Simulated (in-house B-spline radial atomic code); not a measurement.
Cd⁺. Computed with a B-spline radial atomic code. Model: all-electron spherical atom, spin shells full or empty, radial basis limit, no spin-orbit coupling, Breit or QED, empty-state partial waves extrapolated as (l+1/2)^-4, RPA, G0W0 and static COHSEX of the highest shell as one setting changes (uncorrelated shells keep exact exchange).

Empty levels are discrete states of a finite basis, so the steps are uneven.

Given: element Cd; charge 1; filled core Kr; hamiltonian one-electron scalar X2C; mean-field start PBE; highest l of empty states 9; nuclear rms radius 4.6087 fm; lowest nl shells left uncorrelated 8; highest mean-field shell 5s up; box radius 23.78 bohr.

Shell: 4d 5 5, 5s 1 0 (electrons up and down).

| highest empty level kept (hartree) | RPA correlation energy (hartree) | G0W0 level (eV) | G0W0 minus most complete (meV) | COHSEX level (eV) | linearised minus solved G0W0 (meV) |
| --- | --- | --- | --- | --- | --- |
| 1.33 | -0.22508 | -17.029 | 449.6 | -18.164 | 1.1 |
| 2.67 | -0.38189 | -17.21 | 268.8 | -18.506 | 0.1 |
| 4.67 | -0.46455 | -17.314 | 165.1 | -18.758 | -0.2 |
| 8 | -0.51737 | -17.391 | 88.4 | -18.938 | -0.6 |
| 13.33 | -0.56731 | -17.436 | 43.4 | -19.059 | -0.8 |
| 24 | -0.60142 | -17.46 | 18.5 | -19.136 | -1 |
| 40 | -0.62104 | -17.472 | 6.7 | -19.176 | -1 |
| 80 | -0.63141 | -17.477 | 1.6 | -19.195 | -1.1 |
| 160 | -0.63303 | -17.479 | 0.4 | -19.199 | -1.1 |
| 333.33 | ? | ? | ? | ? | ? |
| 800 | ? | ? | ? | ? | ? |
| 2666.7 | -0.6336 | -17.479 | 0 | -19.202 | -1.1 |

**Question.** What follows for highest empty level kept = 800?

**Answer.** RPA correlation energy -0.63356 hartree; G0W0 level -17.479 eV; G0W0 minus most complete 0 meV; COHSEX level -19.202 eV; linearised minus solved G0W0 -1.1 meV.

**Question.** What follows for highest empty level kept = 333.33?

**Answer.** RPA correlation energy -0.63342 hartree; G0W0 level -17.479 eV; G0W0 minus most complete 0.1 meV; COHSEX level -19.201 eV; linearised minus solved G0W0 -1.1 meV.
